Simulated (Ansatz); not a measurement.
## Ligand exchange: C2H5Cl + Sn(CH3)(NH2) → C2H7N + Sn(CH3)Cl

Species: C2H5Cl (chloroethane) `CCCl`, singlet; Sn(CH3)(NH2), singlet; C2H7N (ethanamine) `CCN`, singlet; Sn(CH3)Cl, singlet. The partners trade Cl for NH2: C–Cl and Sn–NH2 bonds give way to C–NH2 and Sn–Cl.

Shapes, held fixed at every level: PBE0-D4/def2-TZVP. Flexible molecules stand in one conformer, not always the lowest. Programs: Ansatz 0.2.0. The zero-point and thermal change to 298 K, harmonic and unscaled (PBE0-D4/def2-TZVP), is +4.8 kJ/mol.

```
                level                    kind  ΔH(298 K) (kJ/mol)  less CCSD(T)/def2-TZVPP  CPU time (sum over the molecules)
 r2SCAN-D4/def2-TZVPP                meta-GGA               -69.8                     -4.1                               23 s
  BHLYP-D4/def2-TZVPP           global hybrid               -79.8                    -14.1                               14 s
r2SCAN0-D4/def2-TZVPP           global hybrid               -75.0                     -9.3                               23 s
   wB97X-V/def2-TZVPP  range-separated hybrid               -72.1                     -6.4                               38 s
     CCSD(T)/def2-SVP   coupled cluster or CI               -80.2                    -14.5                               14 s
      CCSD/def2-TZVPP   coupled cluster or CI               -69.9                     -4.2                                  –
   CCSD(T)/def2-TZVPP   coupled cluster or CI               -65.7                      0.0                            3.7 min
```

The highest level, CCSD(T)/def2-TZVPP, gives ΔH(298 K) = -65.7 kJ/mol; the levels span -80.2 to -65.7. The column of differences is taken from that level and isn't an error. No measured value is set beside it here. For atoms past krypton def2 sets carry core potentials with scalar relativity. Outer-core shells of Sn are correlated in most correlated rows, in sets that cover them unevenly. CCSD(T)/def2-TZVPP lies outside the range of all other levels here, so it shouldn't be taken on trust. Times are processor times on shared x86 and Arm servers, and rough.
